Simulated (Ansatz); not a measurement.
Method: Ansatz (an electronic-structure program) with B3LYP-D3(BJ)/def2-TZVP. No frequencies were computed at this level.

Ansatz 0.2 input:
```yaml
crystal:
  periodic: [false, false, false]
  atoms:
    - { symbol: In, position_ang: [-0.033648, 0.661489, 0.0] }
    - { symbol: H, position_ang: [-1.490341, -0.341801, 0.0] }
    - { symbol: H, position_ang: [1.523989, -0.319688, 0.0] }
basis:
  gaussian: { orbitals: def2-tzvp }
hamiltonian:
  xc: b3lyp
  dispersion: d3bj
relax:
  max_steps: 150
magnetization:
  spin_polarized: true
  initial_magnetization: 1
```

Output:

```
Functional definition: B3LYP
553 factors; their error is unknown
mean field evaluation 1: about -5205.8691 eV, gradient 1.1e1 eV
mean field evaluation 2: about -5206.1460 eV, gradient 1.1e1 eV
mean field evaluation 4: about -5206.7457 eV, gradient 2.0e-1 eV
mean field evaluation 8: about -5206.7863 eV, gradient 1.9e-2 eV
mean field evaluation 16: about -5206.7863 eV, gradient 2.7e-5 eV
mean field -5206.78633313 eV, -191.3458684560 hartree, gradient 2.7e-5 eV, S^2 0.753996; 0 other end points of the search recorded, 0 dependent functions left out
reference -5206.78655748 eV, -191.3458767007 hartree; 12, 11 occupied and 50, 51 virtual orbitals, 553 factors
relax step   1: F+E_penalty+E_count = -5206.83241566 eV  Δ(F+E_penalty+E_count) = +0.000e0 eV  max|allowed force component| = 5.274e-1 eV/Å  Δτ_max = 0.0000 Å  (31 SCF iters, accepted)
these checks for a lower state are left out or cut short: starts, cluster_reference, orbital_swaps, neighbouring_geometries, increment
553 factors; their error is unknown
mean field -5206.79294191 eV, -191.3461113241 hartree, gradient 1.3e-5 eV, S^2 0.753116; 0 other end points of the search recorded, 0 dependent functions left out
reference -5206.79316685 eV, -191.3461195906 hartree; 12, 11 occupied and 50, 51 virtual orbitals, 553 factors
relax step   2: F+E_penalty+E_count = -5206.83854622 eV  Δ(F+E_penalty+E_count) = -6.131e-3 eV  max|allowed force component| = 5.001e-1 eV/Å  Δτ_max = 0.1460 Å  (32 SCF iters, accepted)
these checks for a lower state are left out or cut short: starts, cluster_reference, orbital_swaps, neighbouring_geometries, increment
553 factors; their error is unknown
mean field evaluation 32: about -5206.8183 eV, gradient 2.6e-5 eV
mean field -5206.81826483 eV, -191.3470419245 hartree, gradient 2.6e-5 eV, S^2 0.753262; 0 other end points of the search recorded, 0 dependent functions left out
reference -5206.81848903 eV, -191.3470501636 hartree; 12, 11 occupied and 50, 51 virtual orbitals, 553 factors
relax step   3: F+E_penalty+E_count = -5206.86405907 eV  Δ(F+E_penalty+E_count) = -2.551e-2 eV  max|allowed force component| = 2.758e-2 eV/Å  Δτ_max = 0.0658 Å  (32 SCF iters, accepted)
these checks for a lower state are left out or cut short: starts, cluster_reference, orbital_swaps, neighbouring_geometries, increment
553 factors; their error is unknown
mean field -5206.81834899 eV, -191.3470450170 hartree, gradient 1.9e-5 eV, S^2 0.753294; 0 other end points of the search recorded, 0 dependent functions left out
reference -5206.81857313 eV, -191.3470532541 hartree; 12, 11 occupied and 50, 51 virtual orbitals, 553 factors
relax step   4: F+E_penalty+E_count = -5206.86417161 eV  Δ(F+E_penalty+E_count) = -1.125e-4 eV  max|allowed force component| = 6.166e-3 eV/Å  Δτ_max = 0.0083 Å  (33 SCF iters, accepted)
553 factors; their error is unknown
mean field -5206.81834899 eV, -191.3470450170 hartree, gradient 2.1e-5 eV, S^2 0.753294; 1 other end points of the search recorded, 0 dependent functions left out
reference -5206.81857313 eV, -191.3470532541 hartree; 12, 11 occupied and 50, 51 virtual orbitals, 553 factors
Total energy: -5206.86439576 eV, -191.3487372046 hartree
Atom 0 at    -0.007354     0.593972     0.000000 Å, force    -0.000457    -0.006166    -0.000000 eV/Å
Atom 1 at    -1.528936    -0.316026    -0.000000 Å, force    -0.005147     0.003171     0.000000 eV/Å
Atom 2 at     1.536289    -0.277947    -0.000000 Å, force     0.005604     0.002995    -0.000000 eV/Å
Dipole moment:    -0.001390     0.114561     0.000000 e Å
```

Cost: very roughly 9 core-seconds.
